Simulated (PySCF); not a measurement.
An equivalent PySCF input for Mg⁺ (magnesium, charge +1), [Ne] 3s1, 2S determinant, with the spin-free X2C one-electron Hamiltonian (Gaussian nucleus):

```python
from pyscf import gto, scf, dft, mp, cc
import basis_set_exchange as bse
mol = gto.M(atom="Mg 0 0 0", charge=1, spin=1, symmetry="D2h",
            basis=gto.basis.parse(bse.get_basis("x2c-TZVPPall", elements=["Mg"], fmt="nwchem")),
            nucmod="G")
mf = dft.UKS(mol, xc="TPSS").sfx2c1e()
mf.irrep_nelec = {'Ag': (3, 2), 'B1u': (1, 1), 'B2u': (1, 1), 'B3u': (1, 1)}
mf.kernel()
```

It reaches the same state as the run whose output follows, with an energy that differs only through the grid. The run itself started from symmetry-adapted Hartree-Fock orbitals and held the occupation by maximum overlap, on a logarithmic radial grid, so the iterations belong to that start.

```
SCF conv_tol = 1e-09
number electrons alpha = 6  beta = 5
XC functionals = TPSS
    J. Tao, J. P. Perdew, V. N. Staroverov, and G. E. Scuseria.,  Phys. Rev. Lett. 91, 146401 (2003)
    J. P. Perdew, J. Tao, V. N. Staroverov, and G. E. Scuseria.,  J. Chem. Phys. 120, 6898 (2004)
    J. Tao, J. P. Perdew, V. N. Staroverov, and G. E. Scuseria.,  Phys. Rev. Lett. 91, 146401 (2003)
    J. P. Perdew, J. Tao, V. N. Staroverov, and G. E. Scuseria.,  J. Chem. Phys. 120, 6898 (2004)
cycle= 1 E= -200.112704300765  delta_E= -0.00186  |g|= 0.0295  |ddm|= 0.0796
cycle= 2 E= -200.112790440962  delta_E= -8.61e-05  |g|= 0.0193  |ddm|= 0.0244
cycle= 3 E= -200.112856474843  delta_E= -6.6e-05  |g|= 5.88e-05  |ddm|= 0.00823
cycle= 4 E= -200.112856475654  delta_E= -8.11e-10  |g|= 1.03e-06  |ddm|= 0.000128
converged SCF energy = -200.112856475654  <S^2> = 0.75002868  2S+1 = 2.0000287
```
